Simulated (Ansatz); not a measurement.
`BN[SiH2][SiH3]` → `B[SiH2]N[SiH3]`  (isomerisation)

Calculated with Ansatz (gas phase, PBE0-D4/def2-TZVP geometries, no zero-point term in ΔE). CBS: MP2 limit from def2 TZ/QZ plus the TZ coupled-cluster correction, frozen cores. Functionals use def2-TZVPP. One conformer a species, not always the lowest.

```tsv
level	ΔE (kcal/mol)
PBE0	28.3
CAM-B3LYP	26.7
CCSD(T)/def2-TZVPP	26.2
HF/def2-QZVPP	22.0
```

Question: What does CCSD(T)/CBS give? (Best estimate.)

Answer: Ansatz gave: +25.7 kcal/mol. The listed levels differ from it by 2.6, 1.0, 0.5, -3.7 kcal/mol.

Largest T1 diagnostic among the species: 0.013.

In def2-TZVPP, CCSD(T) changes the Hartree–Fock value by +3.9 kcal/mol (the triples alone add +0.9 kcal/mol) and MP2 by +3.6 kcal/mol. From PBE to PBE0 (25 % exact exchange), in def2-TZVPP and without D4, ΔE moves by −1.5 kcal/mol. At CCSD(T), def2-SVP lies +4.8 kcal/mol from the extrapolated value and def2-TZVPP +0.5 kcal/mol.
